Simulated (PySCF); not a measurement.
## Indium: a sound run and one with changed settings

Sound run: In [Kr] 4d10 5s2 5p1, In+ [Kr] 4d10 5s2. Computed with PySCF 2.14 in def2-TZVP with the def2 core potential (28 electrons), with scalar relativity through the core potential. In the sound run the correlated levels freeze 4s2 4p6 4d10 outside the core potential. The sound run starts from symmetry-adapted Hartree-Fock orbitals and uses a fine grid where one is needed.

Changed run: a valence shell is frozen. This setting is unsound on purpose.

Ionisation energy of In:

```
 method  sound run (eV)  changed run (eV)
    UHF           5.219             5.219
    MP2           5.396             5.219
SCS-MP2           5.379             5.219
   CCSD           5.452             5.219
CCSD(T)           5.472             5.219
  CCSDT             n/a             5.219
    FCI             n/a             5.219
```

Freezing a valence shell removes pair correlation that changes on ionisation.

For comparison, NIST gives 5.786 eV between the lowest levels.
